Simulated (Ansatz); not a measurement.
```yaml
crystal:
  periodic: [false, false, false]
  atoms:
    - {symbol: B, position_ang: [-0.046524, 0.066213, 0.020025]}
    - {symbol: Cl, position_ang: [1.791145, 0.046704, 0.035169]}
    - {symbol: Cl, position_ang: [-0.856695, 1.627484, 0.015539]}
    - {symbol: I, position_ang: [-1.092266, -1.709147, -0.014000]}
basis:
  gaussian: {orbitals: def2-mTZVPP}
hamiltonian: {xc: {name: revPBE}, dispersion: d4}
scf: {lower_state_search: off}
output: {forces: true}
```

```sh
$ ansatz run in.yaml --threads 4 --pin off --events-out ev --progress --plain --max-ram 3916MiB
```

Shortened log:

```
Functional definition: revPBE
1011 factors; their error is unknown
mean field evaluation 1: about -33818.5846 eV, gradient 2.1e1 eV
mean field evaluation 2: about -33815.2816 eV, gradient 3.8e1 eV
mean field evaluation 4: about -33819.9150 eV, gradient 1.4e0 eV
mean field evaluation 8: about -33819.9118 eV, gradient 2.5e-2 eV
mean field evaluation 16: about -33819.9118 eV, gradient 9.2e-6 eV
mean field -33819.91182350 eV, -1242.8588355540 hartree, gradient 2.1e-6 eV, S^2 0.000000; 0 other end points of the search recorded, 0 dependent functions left out
reference -33819.91186536 eV, -1242.8588370924 hartree; 32, 32 occupied and 77, 77 virtual orbitals, 1011 factors
Total energy: -33820.31113711 eV, -1242.8735100585 hartree
Atom 0 at    -0.046524     0.066213     0.020025 Å, force     1.748801     1.048884    -0.010583 eV/Å
Atom 1 at     1.791145     0.046704     0.035169 Å, force    -1.290055     0.023161     0.002204 eV/Å
Atom 2 at    -0.856695     1.627484     0.015539 Å, force     0.087534    -0.135706     0.014307 eV/Å
Atom 3 at    -1.092266    -1.709147    -0.014000 Å, force    -0.546280    -0.936339    -0.005928 eV/Å
Dipole moment:    -0.152278    -0.114853    -0.002693 e Å
Checks for a lower state left out: stability, starts, cluster_reference, orbital_swaps, neighbouring_geometries, increment
```

Run time 0.6 s (4 threads of Arm Neoverse V2 on a shared host).

In the def2 sets I takes a core potential; there is no spin–orbit coupling.
